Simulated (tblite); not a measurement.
Input of a run (GFN2-xTB geometry optimisation, gas phase (tblite 0.8.0)), started from a force field or distance geometry:
```
{"job": {"kind": "relax", "xc": "GFN2-xTB", "basis": "xTB"}, "charge": 0, "multiplicity": 1}
C      3.603900     0.121100    -0.500200
C      2.710400    -0.122000     0.466800
C      1.331000    -0.575000     0.213900
C      0.293800     0.405600     0.760500
C     -1.047000    -0.174800     0.437300
C     -1.363400    -0.372300    -1.039200
C     -2.811600    -0.135700    -0.604400
C     -2.194400     0.825500     0.411400
H      4.603300     0.443000    -0.232000
H      3.342400     0.016800    -1.546400
H      3.040800     0.002400     1.510300
H      1.113200    -1.579100     0.611900
H      1.111000    -0.600800    -0.876200
H      0.492400     0.418800     1.861300
H      0.492200     1.385500     0.331500
H     -1.274300    -1.030600     1.110100
H     -1.197900    -1.393300    -1.419100
H     -0.943900     0.453900    -1.622300
H     -3.163800    -1.096400    -0.126400
H     -3.454000     0.295900    -1.353500
H     -2.745700     0.960500     1.351200
H     -1.948800     1.770500    -0.148100
```

Output (eV, eV/Å):
```
step      E/eV     max force
  0    -658.43929    2.106
  1    -658.67083    1.067
  2    -658.81037    0.856
  3    -658.89849    0.580
  4    -658.93565    0.471
  5    -658.97154    0.378
  6    -658.99532    0.332
  7    -659.01452    0.297
  8    -659.02816    0.272
  9    -659.03997    0.261
 10    -659.05248    0.277
 11    -659.06764    0.258
 12    -659.08425    0.286
 13    -659.09897    0.284
 14    -659.10976    0.253
 15    -659.11742    0.199
 16    -659.12347    0.183
 17    -659.12996    0.175
 18    -659.13811    0.244
 19    -659.14726    0.219
 20    -659.15549    0.175
 21    -659.16152    0.175
 22    -659.16584    0.181
 23    -659.17012    0.181
 24    -659.17536    0.172
 25    -659.18117    0.179
 26    -659.18701    0.173
 27    -659.19276    0.175
 28    -659.19815    0.162
 29    -659.20265    0.141
 30    -659.20602    0.096
 31    -659.20856    0.119
 32    -659.21081    0.125
 33    -659.21293    0.114
 34    -659.21479    0.098
 35    -659.21623    0.087
 36    -659.21744    0.088
 37    -659.21864    0.073
 38    -659.22010    0.060
 39    -659.22073    0.060
 40    -659.22159    0.082
 41    -659.22252    0.100
 42    -659.22360    0.080
 43    -659.22453    0.058
 44    -659.22524    0.052
 45    -659.22580    0.060
 46    -659.22630    0.056
 47    -659.22673    0.045
 48    -659.22707    0.032
 49    -659.22736    0.051
 50    -659.22768    0.059
 51    -659.22801    0.043
 52    -659.22828    0.029
 53    -659.22850    0.034
 54    -659.22873    0.040
 55    -659.22906    0.046
 56    -659.22947    0.042
 57    -659.22984    0.049
 58    -659.23013    0.050
 59    -659.23043    0.045
 60    -659.23078    0.045
 61    -659.23114    0.045
 62    -659.23141    0.028
 63    -659.23158    0.025
 64    -659.23172    0.024
 65    -659.23189    0.028
 66    -659.23204    0.022
 67    -659.23215    0.021
 68    -659.23224    0.020
 69    -659.23235    0.025
 70    -659.23247    0.026
 71    -659.23258    0.023
 72    -659.23267    0.022
 73    -659.23275    0.017
 74    -659.23284    0.023
 75    -659.23292    0.018
 76    -659.23298    0.016
 77    -659.23302    0.015
 78    -659.23306    0.015
 79    -659.23311    0.018
 80    -659.23315    0.014
 81    -659.23320    0.017
 82    -659.23325    0.016
 83    -659.23333    0.021
 84    -659.23344    0.026
 85    -659.23355    0.027
 86    -659.23367    0.029
 87    -659.23379    0.030
 88    -659.23396    0.036
 89    -659.23415    0.037
 90    -659.23431    0.024
 91    -659.23442    0.019
 92    -659.23451    0.022
 93    -659.23463    0.028
 94    -659.23477    0.025
 95    -659.23487    0.018
 96    -659.23493    0.015
 97    -659.23498    0.016
 98    -659.23503    0.016
 99    -659.23508    0.014
100    -659.23512    0.012
101    -659.23515    0.012
102    -659.23517    0.011
103    -659.23519    0.009
```

Task: Summarise the run.

Result: The energy falls by 76.8 kJ/mol over 103 L-BFGS steps, the largest force on an atom goes from 2.11 to 0.009 eV/Å, and the atoms move by 0.400 Å rms after alignment. The bond that changes most is C7–H19 (four-membered-ring carbon to methylene hydrogen), which shortens by 0.041 Å. Bonds longer at the end by more than 0.005 Å: 7 of 22; shorter: 13. Among the angles that change most is H17–C6–H18, from 117.3° to 108.9°. Among the dihedrals that turn most is H19–C7–C8–H22, from -176° to -143°. The energy never rose by more than 1e-5 eV on the way. The first step brought 29 % of the lowering.

Task: What are the final bond lengths?

Result: C1=C2 1.319 Å, C2–C3 1.495 Å, C3–C4 1.532 Å, C4–C5 1.520 Å, C5–C6 1.540 Å, C6–C7 1.536 Å, C7–C8 1.536 Å, C5–C8 1.540 Å, C1–H9 1.077 Å, C1–H10 1.078 Å, C2–H11 1.083 Å, C3–H12 1.094 Å, C3–H13 1.091 Å, C4–H14 1.093 Å, C4–H15 1.093 Å, C5–H16 1.092 Å, C6–H17 1.088 Å, C6–H18 1.088 Å, C7–H19 1.088 Å, C7–H20 1.088 Å, C8–H21 1.088 Å, C8–H22 1.088 Å. Numbering counts from 1 in the input's order; the species is `C=CCCC1CCC1`.

Its GFN2-xTB frequencies are all real (lowest 51 cm⁻¹). One conformer, not necessarily the lowest.

These are computed values.
